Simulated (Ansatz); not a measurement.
Abridged output of a molecular run in Ansatz:

```
Functional definition: HF
1755 factors; integrals over basis functions are off by at most 9.2e-4 eV
mean field evaluation 1: about -20632.0370 eV, gradient 3.2e1 eV
mean field evaluation 2: about -20632.3169 eV, gradient 3.2e1 eV
mean field evaluation 4: about -20635.7301 eV, gradient 4.7e0 eV
mean field evaluation 8: about -20635.7983 eV, gradient 2.7e-1 eV
mean field -20635.79847757 eV, -758.3516066042 hartree, gradient 8.9e-6 eV, S^2 0.000000; 0 other end points of the search recorded, 0 dependent functions left out
13 core orbitals not correlated: weight in the atoms' cores, before any rotation towards them, 1.000 or more for the frozen orbitals, at most 0.000 for the correlated occupied ones
reference -20635.79847757 eV, -758.3516066042 hartree; 16, 16 occupied and 274, 274 virtual orbitals, 1755 factors
second order -23.25874009 eV of doubles, -0.00000000 eV of singles
cycle   1  -24.19798935 eV  change   -9.4e-1 eV  update   1.1e-1
cycle   2  -24.85091483 eV  change   -6.5e-1 eV  update   3.5e-2
cycle   3  -24.99623426 eV  change   -1.5e-1 eV  update   1.8e-2
cycle   4  -24.98683514 eV  change    9.4e-3 eV  update   4.0e-3
cycle   5  -24.98420118 eV  change    2.6e-3 eV  update   1.7e-3
cycle   6  -24.98459643 eV  change   -4.0e-4 eV  update   4.8e-4
cycle   7  -24.98438817 eV  change    2.1e-4 eV  update   1.8e-4
cycle   8  -24.98431194 eV  change    7.6e-5 eV  update   5.2e-5
cycle   9  -24.98432995 eV  change   -1.8e-5 eV  update   2.2e-5
perturbative correction -0.88367675 eV, -0.0324745214 hartree
Total energy: -20661.66648427 eV, -759.3022383164 hartree
```

Its atoms:

Cartesian coordinates in Å:
```
C 1.026 -0.339 -1.143
C -0.124 0.246 -0.345
F -0.817 1.161 -1.183
Si 0.493 1.257 1.144
Si -1.391 -1.084 0.148
H 1.714 0.444 -1.472
H 0.660 -0.866 -2.029
H 1.588 -1.051 -0.533
H -0.654 1.884 1.847
H 1.207 0.345 2.078
H 1.429 2.306 0.662
H -1.864 -1.778 -1.078
H -2.539 -0.461 0.853
H -0.729 -2.064 1.050
```

Task: Which basis set was used?
A. def2-TZVPP
B. def2-SVPD
C. def2-QZVPP
D. cc-pV(D+d)Z

Result: A. It gives 303 functions.

Task: Write the keys of the input that set method, charge and spin (a neutral closed shell needs none for the last two).

Result: 
```yaml
correlation: {method: ccsd_t}
```
